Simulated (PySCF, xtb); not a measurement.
C2H4N2OSi, SMILES O[Si@H]1C=NC=N1. Other conformers were not sampled.

Harmonic wavenumbers (cm⁻¹) from GFN2-xTB in xtb 6.7.1 at its own minimum, in rising order: 130, 156, 194, 359, 401, 493, 544, 640, 653, 771, 788, 818, 861, 918, 946, 996, 1197, 1256, 1564, 1666, 2410, 3048, 3075, 3643.

Task: What does r2SCAN-D4/def2-SVP in PySCF 2.14.0 give at its own minimum? (An estimate is asked for; the answer gives what the named calculation found.)

Result: 134, 171, 275, 406, 422, 502, 647, 708, 747, 754, 815, 854, 887, 940, 976, 1007, 1273, 1341, 1576, 1671, 2278, 3117, 3129, 3881. Paired by order, the mean absolute difference is 53 cm⁻¹ and the zero-point energies are 39.3 and 40.8 kcal/mol.
